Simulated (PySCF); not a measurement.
Species: 2-bromopropane, C₃H₇Br.
Numbering: `[CH3:1][CH:2]([CH3:3])[Br:4]` (hydrogens: H5, H6, H7 on C1; H8 on C2; H9, H10, H11 on C3)

Computed by this run: PBE0-D3(BJ)/def2-SVP geometry optimisation, gas phase (PySCF 2.14.0); density fitting, grid level 1; the optimiser is geomeTRIC in internal coordinates, started from a GFN2-xTB structure with every atom displaced at random (about 0.01 Å).

Geometry at step 1:
```
atom  x, y, z in Å
C1     -1.6061   -0.3291    0.0031
C2     -0.1846    0.1818    0.1151
C3      0.8734   -0.8973    0.0900
Br4     0.1432    1.4431   -1.3543
H5     -1.7514   -0.8723   -0.9431
H6     -2.3314    0.4915    0.0509
H7     -1.8174   -1.0279    0.8372
H8     -0.0760    0.8043    1.0174
H9      0.7039   -1.6003    0.9208
H10     1.8816   -0.4780    0.1898
H11     0.8308   -1.4659   -0.8576
```

Q: What forces act on the atoms?

A: 
```csv
atom,Fx (eV/Å),Fy (eV/Å),Fz (eV/Å)
C1,0.092,-0.248,0.166
C2,-0.095,0.056,0.107
C3,-0.096,-0.150,-0.222
Br4,0.059,0.105,-0.066
H5,-0.018,0.004,0.010
H6,-0.053,0.055,-0.020
H7,0.041,0.120,-0.130
H8,0.008,-0.036,-0.059
H9,-0.001,-0.019,0.036
H10,0.065,0.041,0.016
H11,-0.003,0.072,0.161
```

The largest, 0.31 eV/Å, acts on C1; the rms over all components is 0.096 eV/Å. The forces sum to zero within rounding, as they must for an isolated molecule in no field.

Q: Give the force on C1 in Eh/bohr and in nN.

A: 0.312 eV/Å ÷ 51.422 = 0.00608 Eh/bohr, and 0.312 eV/Å × 1.602 = 0.50 nN.

Q: How far is this geometry from the end of the optimisation?

A: 0.003 eV above it, and 0.012 Å rms away after alignment. The bonds farthest from their final lengths, with half the difference of the two atoms' forces along the bond (positive lengthens):

```csv
bond,now (Å),final (Å),force along bond (eV/Å)
C2–Br4,1.964,1.971,+0.09
C1–H7,1.109,1.102,-0.22
C3–H11,1.106,1.100,-0.22
C1–H6,1.096,1.099,+0.16
C3–H10,1.096,1.099,+0.12
C2–H8,1.102,1.099,-0.09
```

The angle farthest from its final value is C1–C2–Br4, 108.5° against 109.3°.

What follows is the cost of the whole optimisation. The run took 12 s on Intel Xeon 6975P-C, one thread, no GPU (shared host), and the process peaked at 0.46 GiB of memory.
